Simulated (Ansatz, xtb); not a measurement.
## Relative energy of two structures of AlFH5InN2

We compare a, a singlet given by its coordinates, with b, a singlet given by its coordinates. Both are isolated molecules in the gas phase, relaxed with PBE0-D3(BJ)/def2-SVP.

a (Å):

```yaml
atoms:
  - { symbol: Al, position_ang: [-0.1595, -0.7129, -0.1759] }
  - { symbol: F, position_ang: [-0.0700, 0.7802, -1.0451] }
  - { symbol: In, position_ang: [-2.7791, 1.0113, -0.5484] }
  - { symbol: N, position_ang: [0.1503, -1.8336, -1.8709] }
  - { symbol: N, position_ang: [-1.9164, -0.8180, 0.1244] }
  - { symbol: H, position_ang: [0.8563, -2.5689, -1.8440] }
  - { symbol: H, position_ang: [0.3934, -1.1750, -2.6134] }
  - { symbol: H, position_ang: [-0.7538, -2.2479, -2.1042] }
  - { symbol: H, position_ang: [1.0853, -1.0892, 0.7484] }
  - { symbol: H, position_ang: [-2.4236, -1.4339, 0.7547] }
```

Close contacts (Å): Al1–F2 1.73, Al1–In3 3.16, Al1–N4 2.06, Al1–N5 1.79, In3–N5 2.13, Al1–H9 1.60, N4–H6 1.02, N4–H7 1.02, N4–H8 1.02, N5–H10 1.02.

b (Å):

| atom | x (Å) | y (Å) | z (Å) |
| --- | --- | --- | --- |
| Al | -0.0553 | 1.7056 | -3.3671 |
| F | -0.5175 | 2.4689 | -4.8105 |
| In | 0.6455 | -1.4851 | -2.2825 |
| N | -1.2558 | 2.9125 | -2.2067 |
| N | -0.6095 | 0.0255 | -3.0310 |
| H | -1.7750 | 3.5347 | -2.8284 |
| H | -0.7372 | 3.4853 | -1.5405 |
| H | -1.9212 | 2.3394 | -1.6868 |
| H | -1.4785 | -0.3032 | -3.4573 |
| H | 1.4104 | 2.0488 | -2.8140 |

Close contacts (Å): Al1–F2 1.70, Al1–N4 2.06, Al1–N5 1.80, In3–N5 2.10, Al1–H10 1.60, N4–H6 1.02, N4–H7 1.02, N4–H8 1.02, N5–H9 1.02.

Which of the two would you expect CCSD(T)/def2-SVP + ΔMP2/def2-TZVPP electronic energies to favour?

Too close to call at this level: CCSD(T)/def2-SVP + ΔMP2/def2-TZVPP gives E(b) − E(a) = −0.009 eV.

Level by level:

| level | geometry | E(b) − E(a) (eV) | departure from the last row (eV) | job, with rough time for the two |
| --- | --- | --- | --- | --- |
| GFN2-xTB | GFN2-xTB | +0.089 | +0.097 | optimisation, 0.8 s |
| HF/STO-3G | GFN2-xTB | −0.057 | −0.048 | single point, 1.6 s |
| r2SCAN-D4/def2-SVP | GFN2-xTB | −0.012 | −0.004 | single point, 4.6 s |
| PBE0-D3(BJ)/def2-SVP | PBE0-D3(BJ)/def2-SVP | +0.050 | +0.059 | optimisation, 5 min |
| HF/def2-SVP | PBE0-D3(BJ)/def2-SVP | −0.026 | −0.017 | part of the CCSD(T) run |
| MP2/def2-SVP | PBE0-D3(BJ)/def2-SVP | +0.018 | +0.027 | part of the CCSD(T) run |
| CCSD(T)/def2-SVP | PBE0-D3(BJ)/def2-SVP | +0.016 | +0.025 | single point |
| CCSD(T)/def2-SVP + ΔMP2/def2-TZVPP | PBE0-D3(BJ)/def2-SVP | −0.009 |  | single point, 51 s |

The largest departure from CCSD(T)/def2-SVP + ΔMP2/def2-TZVPP is that of GFN2-xTB, 0.097 eV. The last row adds to CCSD(T) the change of the MP2 difference between the two basis sets, here −0.025 eV.

With harmonic frequencies from PBE0-D3(BJ)/def2-SVP (ideal gas, rigid rotor, one conformer each, 298.15 K, 1 atm): the zero-point term adds −0.003 eV; ΔH is −0.007 and ΔG −0.037 eV.

The correlated steps freeze 12 core orbitals; the filled d shell of In is correlated, in a basis made for valence electrons. Atoms past krypton carry core potentials in the def2 sets, other sets are all-electron and non-relativistic, and no spin–orbit term is included. Run with Ansatz 0.2.0, xtb 6.7.1; the last row on 2 threads of Intel(R) Xeon(R) Platinum 8259CL CPU @ 2.50GHz (Skylake/Cascade Lake) on a shared host.
